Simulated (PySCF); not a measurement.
Cl₃OTa, multiplicity 1. Atoms are numbered in the order given.

```xyz
5

Ta     0.0000     0.0000    -0.1598
O      0.0000     0.0000    -1.8728
Cl     1.9068     1.1009     0.5226
Cl     0.0000    -2.2018     0.5226
Cl    -1.9068     1.1009     0.5226
```

The structure is a stationary point at B3LYP-D3(BJ)/def2-SVP. The multiplicity is an assumed one; other spin states were not compared. The isomer is the one that the SMILES or the coordinates give; other isomers of the formula were not compared. The def2 effective core potentials stand for the cores of Ta; spin–orbit coupling is left out.

Method: PBE0/def2-TZVP (PySCF).

ESP charges are fitted to the potential on shells at 1.4 to 2.0 van der Waals radii. Atomic charges (e):

| atom | ESP fit | Löwdin | Mulliken |
|---|---|---|---|
| Ta1 | 0.61 | 0.01 | 1.29 |
| O2 | -0.32 | -0.25 | -0.43 |
| Cl3 | -0.10 | 0.08 | -0.29 |
| Cl4 | -0.09 | 0.08 | -0.29 |
| Cl5 | -0.10 | 0.08 | -0.29 |
